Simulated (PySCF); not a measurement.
HFSi, charge -1, doublet, at a GFN2-xTB geometry (a state made from the parent by changing its charge; the spin is typed, not shown lowest) (in this run its highest filled SCF level lies above zero, so its values depend strongly on the basis, on diffuse functions most of all); B3LYP/6-31G (PySCF).

Here is a job for PySCF.
```python
from pyscf import gto, scf, dft

mol = gto.Mole()
mol.atom = '''
    Si   -0.27983490   -0.36846220    0.50524387
    H    -0.94901606   -1.24964024   -0.61977469
    F     0.54074497    0.71201233   -0.71707105
'''
mol.basis = '6-31g'
mol.charge = -1
mol.spin = 1
mol.verbose = 4
mol.build()

mf = dft.UKS(mol)
mf.xc = 'b3lyp'
mf.kernel()
mf.analyze()
```

What the program printed (banner, timings and long lists left out):

```
PySCF version 2.14.0

[INPUT] verbose = 4
[INPUT] num. atoms = 3
[INPUT] num. electrons = 25
[INPUT] charge = -1
[INPUT] spin (= nelec alpha-beta = 2S) = 1
[INPUT] symmetry False subgroup None
[INPUT] Mole.unit = angstrom
[INPUT] Symbol           X                Y                Z      unit          X                Y                Z       unit  Magmom
[INPUT]  1 Si    -0.279834900000  -0.368462200000   0.505243870000 AA   -0.528811321095  -0.696292645255   0.954772540415 Bohr   0.0
[INPUT]  2 H     -0.949016060000  -1.249640240000  -0.619774690000 AA   -1.793380441214  -2.361477807836  -1.171204423037 Bohr   0.0
[INPUT]  3 F      0.540744970000   0.712012330000  -0.717071050000 AA    1.021859896536   1.345508301013  -1.355067896354 Bohr   0.0

nuclear repulsion = 43.1388918023192
number of shells = 14
number of NR pGTOs = 72
number of NR cGTOs = 24
basis = 6-31g
ecp = {}

******** <class 'pyscf.dft.uks.UKS'> ********
method = UKS
initial guess = minao
damping factor = 0
level_shift factor = 0
DIIS = <class 'pyscf.scf.diis.CDIIS'>
diis_start_cycle = 1
diis_space = 8
diis_damp = 0
SCF conv_tol = 1e-09
SCF conv_tol_grad = None
SCF max_cycles = 50
direct_scf = True
direct_scf_tol = 1e-13
number electrons alpha = 13  beta = 12
XC library pyscf.dft.libxc version 7.1.2
    S. Lehtola, C. Steigemann, M. J. T. Oliveira, and M. A. L. Marques,  SoftwareX 7, 1–5 (2018)
XC functionals = b3lyp
    P. J. Stephens, F. J. Devlin, C. F. Chabalowski, and M. J. Frisch,  J. Phys. Chem. 98, 11623 (1994)
radial grids:
    Treutler-Ahlrichs [JCP 102, 346 (1995); DOI:10.1063/1.469408] (M4) radial grids

becke partition: Becke, JCP 88, 2547 (1988); DOI:10.1063/1.454033
pruning grids: <function nwchem_prune>
grids dens level: 3
symmetrized grids: False
atomic radii adjust function: <function treutler_atomic_radii_adjust>
small_rho_cutoff = 0
Set gradient conv threshold to 3.16228e-05
tot grids = 43256
init E= -389.713353876505

cycle= 1 E= -389.809918692509  delta_E= -0.0966  |g|= 0.499  |ddm|=  1.1
cycle= 2 E= -389.385013052764  delta_E= 0.425  |g|= 1.17  |ddm|= 1.28
cycle= 3 E= -389.898855669008  delta_E= -0.514  |g|= 0.0494  |ddm|= 0.977
cycle= 4 E= -389.900719439488  delta_E= -0.00186  |g|= 0.0189  |ddm|= 0.134
cycle= 5 E= -389.900988603131  delta_E= -0.000269  |g|= 0.00258  |ddm|= 0.0392
cycle= 6 E= -389.900993708435  delta_E= -5.11e-06  |g|= 0.000545  |ddm|= 0.00628
cycle= 7 E= -389.900994192408  delta_E= -4.84e-07  |g|= 0.000182  |ddm|= 0.00183
cycle= 8 E= -389.900994244383  delta_E= -5.2e-08  |g|= 3.51e-05  |ddm|= 0.000668
cycle= 9 E= -389.900994248024  delta_E= -3.64e-09  |g|= 1.01e-05  |ddm|= 0.000236
cycle= 10 E= -389.900994248169  delta_E= -1.45e-10  |g|= 1.33e-06  |ddm|= 4.57e-05
Extra cycle  E= -389.900994248172  delta_E= -3.18e-12  |g|= 6.72e-07  |ddm|= 5.47e-06
converged SCF energy = -389.900994248172  <S^2> = 0.75153434  2S+1 = 2.0015337
**** SCF Summaries ****
Total Energy =                        -389.900994248172367
Nuclear Repulsion Energy =              43.138891802319158
One-electron Energy =                 -633.697514496576787
Two-electron Energy =                  200.657628446085226
Two-electron Coulomb Energy =          232.642362766744867
DFT Exchange-Correlation Energy =      -31.984734320659641
**** MO energy ****
                             alpha | beta                alpha | beta
MO #1   energy= -65.8925157715685  | -65.890058052665   occ= 1 | 1
MO #2   energy= -24.3814002546049  | -24.3784426589727  occ= 1 | 1
MO #3   energy= -5.0489289858613   | -5.04616186249354  occ= 1 | 1
MO #4   energy= -3.40840273499774  | -3.40630502615771  occ= 1 | 1
MO #5   energy= -3.40780963977324  | -3.40213540909635  occ= 1 | 1
MO #6   energy= -3.40366965277012  | -3.39978190818969  occ= 1 | 1
MO #7   energy= -0.858571610419003 | -0.852038465559097 occ= 1 | 1
MO #8   energy= -0.259412429092978 | -0.242835331190759 occ= 1 | 1
MO #9   energy= -0.14373364729605  | -0.140149572118689 occ= 1 | 1
MO #10  energy= -0.128240775686281 | -0.108907250841114 occ= 1 | 1
MO #11  energy= -0.112867053504466 | -0.107690906295033 occ= 1 | 1
MO #12  energy= -0.0101920898782446 | 0.00124418167755014 occ= 1 | 1
MO #13  energy= 0.0671141582778985 | 0.159628486758681  occ= 1 | 0
MO #14  energy= 0.214399510276326  | 0.22311859438186   occ= 0 | 0
MO #15  energy= 0.30271439186122   | 0.313356891987291  occ= 0 | 0
MO #16  energy= 0.387907680925968  | 0.399998940025661  occ= 0 | 0
MO #17  energy= 0.449807725850995  | 0.461154341063495  occ= 0 | 0
MO #18  energy= 0.454808354582388  | 0.480538866477718  occ= 0 | 0
MO #19  energy= 0.517043580904487  | 0.522829309587433  occ= 0 | 0
MO #20  energy= 1.15050597081228   | 1.14987473581916   occ= 0 | 0
MO #21  energy= 1.45804376049987   | 1.46794829472145   occ= 0 | 0

To work with the spin densities directly, `use mulliken_meta_spin()` only printing them here.

 ** Mulliken spin pop alpha/beta on meta-lowdin orthogonal AOs **
 ** Mulliken Spin Density (per AO)  **
spin_pop of  0 Si 1s       -0.00000
spin_pop of  0 Si 2s       -0.00000
spin_pop of  0 Si 3s        0.01856
spin_pop of  0 Si 4s        0.00089
spin_pop of  0 Si 2px       0.00002
spin_pop of  0 Si 2py       0.00001
spin_pop of  0 Si 2pz      -0.00000
spin_pop of  0 Si 3px       0.58181
spin_pop of  0 Si 3py       0.34020
spin_pop of  0 Si 3pz      -0.00938
spin_pop of  0 Si 4px       0.01020
spin_pop of  0 Si 4py       0.00583
spin_pop of  0 Si 4pz      -0.00080
spin_pop of  1 H 1s       -0.01863
spin_pop of  1 H 2s        0.00024
spin_pop of  2 F 1s       -0.00000
spin_pop of  2 F 2s        0.00146
spin_pop of  2 F 3s        0.00005
spin_pop of  2 F 2px       0.04531
spin_pop of  2 F 2py       0.02527
spin_pop of  2 F 2pz      -0.00119
spin_pop of  2 F 3px       0.00010
spin_pop of  2 F 3py       0.00006
spin_pop of  2 F 3pz       0.00001
 ** Mulliken Spin Density (per atom)  **
spin density of  0 Si =      0.94732
spin density of  1 H =     -0.01839
spin density of  2 F =      0.07106
 ** Mulliken pop alpha/beta on meta-lowdin orthogonal AOs **
 ** Mulliken pop       alpha | beta **
pop of  0 Si 1s        1.00000 | 1.00000
pop of  0 Si 2s        0.99992 | 0.99992
pop of  0 Si 3s        0.87523 | 0.85667
pop of  0 Si 4s        0.01194 | 0.01105
pop of  0 Si 2px       0.99996 | 0.99994
pop of  0 Si 2py       0.99995 | 0.99994
pop of  0 Si 2pz       0.99995 | 0.99995
pop of  0 Si 3px       0.71619 | 0.13438
pop of  0 Si 3py       0.52053 | 0.18033
pop of  0 Si 3pz       0.47579 | 0.48517
pop of  0 Si 4px       0.01251 | 0.00231
pop of  0 Si 4py       0.00914 | 0.00331
pop of  0 Si 4pz       0.00317 | 0.00397
pop of  1 H 1s        0.57269 | 0.59132
pop of  1 H 2s        0.00152 | 0.00128
pop of  2 F 1s        0.99999 | 0.99999
pop of  2 F 2s        0.95051 | 0.94905
pop of  2 F 3s        0.00138 | 0.00133
pop of  2 F 2px       0.97090 | 0.92559
pop of  2 F 2py       0.94997 | 0.92471
pop of  2 F 2pz       0.92676 | 0.92795
pop of  2 F 3px       0.00070 | 0.00060
pop of  2 F 3py       0.00071 | 0.00065
pop of  2 F 3pz       0.00060 | 0.00059
In total            13.00000 | 12.00000
 ** Mulliken atomic charges   ( Nelec_alpha | Nelec_beta ) **
charge of  0Si =     -0.30122  (     7.62427      6.67695 )
charge of  1H =     -0.16680  (     0.57421      0.59259 )
charge of  2F =     -0.53198  (     4.80152      4.73046 )

WARN: System has nonzero charge -1; the dipole moment is origin-dependent.
Location of origin: [0. 0. 0.]

Dipole moment(X, Y, Z, Debye):  0.23822,  0.31363, -0.66177
```
